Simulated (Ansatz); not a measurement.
A made-up structure of CH3OSe (charge +1), singlet:

| atom | x (Å) | y (Å) | z (Å) |
| --- | --- | --- | --- |
| C1 | -0.8734 | -0.0806 | -0.6837 |
| Se2 | 1.0747 | 0.4496 | 1.0184 |
| O3 | 0.5367 | -0.8261 | -0.0236 |
| H4 | -1.4488 | -0.6602 | -1.4008 |
| H5 | -1.1755 | 0.9240 | -0.3971 |
| H6 | 2.3362 | 0.0513 | 1.7465 |

It is relaxed with PBE-D4/def2-SVP and then PBE0-D4/def2-TZVP (Ansatz 0.2.0). Atoms count as bonded within 1.22 times the sum of their covalent radii (H–H: 0.88 Å). The end point is not checked to be a true minimum.

(1) Does its bonding change? (A judgement: the text doesn't fix the answer.)

## Answers

(1) By the calculation: Yes. Formed: C1–O3; broken: none.

Where it ends: The first stage lowers the energy by 3.51 eV in 9 steps. It ends as CH₃OSe ([CH2][O][SeH]), total charge +1:
```
6
angstrom
C -0.7533 -0.1076 -0.6090
Se 1.1629 0.7250 1.2231
O 0.2785 -0.3900 0.0077
H -1.1346 -0.8794 -1.2803
H -1.2600 0.8544 -0.4950
H 2.1563 -0.3444 1.4131
```

Labels in which every atom is bracketed show which atoms are joined, not bond orders.

For scale, one of the runs: PBE0-D4/def2-TZVP relaxation, 128 basis functions, launched by `ansatz run in.yaml --threads 2 --pin off --events-out ev --progress --plain --max-ram 4352MiB`. Hardware: 2 CPU threads of an Arm Neoverse V2, shared host. Wall time about 21 s.
